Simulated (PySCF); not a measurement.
Species: C7H12OP2.
Numbering: `[CH3:1][O:2][c:3]1[cH:4][p:5]([CH2:6][PH2:7])[cH:8][c:9]1[CH3:10]`

Structure used (GFN2-xTB), in Å, numbered top down from 1:
```
atom  x, y, z in Å
C1    -2.5184   -1.3627   -1.0609
O2    -2.0388   -0.1036   -0.6551
C3    -0.9557   -0.0984    0.1523
C4    -0.2779   -1.1506    0.6645
P5     1.0200   -0.5930    1.7843
C6     2.5358   -0.9614    0.7444
P7     2.1824   -0.9605   -1.0837
C8     0.6959    1.1087    1.2804
C9    -0.3995    1.2058    0.5058
C10   -1.0208    2.4568   -0.0105
H11   -1.7419   -1.9257   -1.5886
H12   -3.3525   -1.1685   -1.7330
H13   -2.8664   -1.9479   -0.2033
H14   -0.5415   -2.1885    0.5631
H15    2.8815   -1.9626    1.0216
H16    3.3147   -0.2430    1.0111
H17    1.8744    0.3965   -1.1658
H18    3.5091   -0.7251   -1.4542
H19    1.2534    1.9476    1.6640
H20   -1.0617    2.4278   -1.0984
H21   -0.4581    3.3307    0.3079
H22   -2.0443    2.5371    0.3532
```

NICS = −σ at a ghost point: NICS(0) at the centroid of the ring atoms, NICS(1) 1 Å to either side along the normal of their mean plane, zz for the tensor component along that normal. Level: GIAO PBE0/pcSseg-1 (PySCF, non-relativistic, gas phase) on the GFN2-xTB geometry, one conformer.

Ring bond lengths (Å), with Mayer bond orders in brackets: C3–C4 1.352 (1.66), C4–P5 1.803 (0.98), P5–C8 1.804 (1.00), C8–C9 1.345 (1.74), C9–C3 1.461 (1.06).

Problem. Give the NICS values of each ring in ppm.

Solution. 
| ring | type | NICS(0) | NICS(1), two faces | NICS(1)zz, two faces | rms pucker (Å) | centre to ring atoms, mean (Å) |
| --- | --- | --- | --- | --- | --- | --- |
| C3–C4–P5–C8–C9 | 5-membered ring with P; bonds drawn aromatic by RDKit's count | -6.3 | -6.8 / -6.3 | -14.8 / -9.9 | 0.04 | 1.31 |

Problem. What do they say, and how far can they be read as aromaticity?

Solution. 
- C3–C4–P5–C8–C9: mean NICS(1)zz -12.4 ppm, shielded. A hydrogen on P7, outside the ring, lies 1.80 Å from a NICS(1) probe. The two faces differ by 4.9 ppm, so no symmetry operation interchanges them.

Problem. How equal are the bonds by HOMA? HOMA = 1 − mean of α(R − Ropt)² over the ring bonds, with Krygowski's 1993 parameters (CC: Ropt 1.388 Å, α 257.7 Å⁻²; CP: Ropt 1.698 Å, α 118.91 Å⁻²).

Solution. 
- C3–C4–P5–C8–C9: HOMA 0.03; the largest term is that of C9–C3, α(R − Ropt)² = 1.38.

Problem. What is the mean of the two in-plane components of NICS at the first NICS(1) probe listed for ring C3–C4–P5–C8–C9, 1 Å off the ring?

Solution. The isotropic value is a third of the trace: (3 × -6.8 − (-14.8))/2 = -2.8 ppm.

Problem. What are the shieldings of the ring atoms and their hydrogens in the same run (means over atoms taken as equivalent)?

Solution. 
```csv
atoms,environment,σ isotropic (ppm),"principal values of the symmetric part, first atom (ppm)"
C3,unsaturated ring carbon,15.2,"-72.9, 37.3, 81.2"
C4,unsaturated ring CH carbon,82.8,"14.3, 61.3, 172.7"
P5,ring phosphorus,356.7,"292.6, 369.1, 408.4"
C8,unsaturated ring CH carbon,48.8,"-44.6, 42.1, 148.8"
C9,unsaturated ring carbon,31.8,"-75.0, 34.6, 135.9"
H14,hydrogen on carbon,26.89,"23.2, 28.3, 29.2"
H19,hydrogen on carbon,25.41,"22.4, 26.1, 27.7"
```
